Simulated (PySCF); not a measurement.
A GIAO shielding run with PySCF 2.14 (density fitting, non-relativistic, gas phase) on `CO[C@]1(C#N)CCN[SiH2]1`, C$_{5}$H$_{10}$N$_{2}$OSi:

```
$ OMP_NUM_THREADS=1 python probes_run.py task.json out

{"job": {"kind": "nmr", "xc": "CAM-B3LYP", "basis": "pcSseg-1", "pop": false}, "charge": 0, "multiplicity": 1}
C      2.253185    -0.817545     0.130019
O      1.081239    -0.669726    -0.630308
C      0.313232     0.487070    -0.380904
C      1.073048     1.709279    -0.641125
N      1.684405     2.668232    -0.863532
C     -0.336489     0.491840     1.016889
C     -1.398943    -0.602252     1.042281
N     -2.137467    -0.490523    -0.202432
Si    -1.253678     0.255123    -1.490436
H      2.913871     0.062963     0.034351
H      2.778425    -1.696522    -0.266388
H      2.044973    -0.990181     1.200923
H     -0.809237     1.474684     1.174824
H      0.412950     0.360647     1.812574
H     -0.910703    -1.589531     1.156136
H     -2.057117    -0.460301     1.916816
H     -2.920160    -1.120223    -0.320045
H     -1.809018     1.559222    -1.964750
H     -0.968335    -0.601077    -2.678129
```

Hardware: 1 thread of an Intel Xeon, shared host. The job also computes ring-centre shieldings.

Q: How large is the calculation?

A: 76 electrons, 210 basis functions and 1101 auxiliary functions.

Q: How long does it take, and how much memory does it need?

A: 2.2 min of wall time, with 14 SCF cycles and 6 response iterations; peak memory 1.2 GiB. Times on a shared host scatter by some tens of per cent.

Q: And these other runs on the same molecule and hardware: GIAO shielding at PBE0/pcSseg-1?

A: PBE0/pcSseg-1: 210 functions, 110 s.
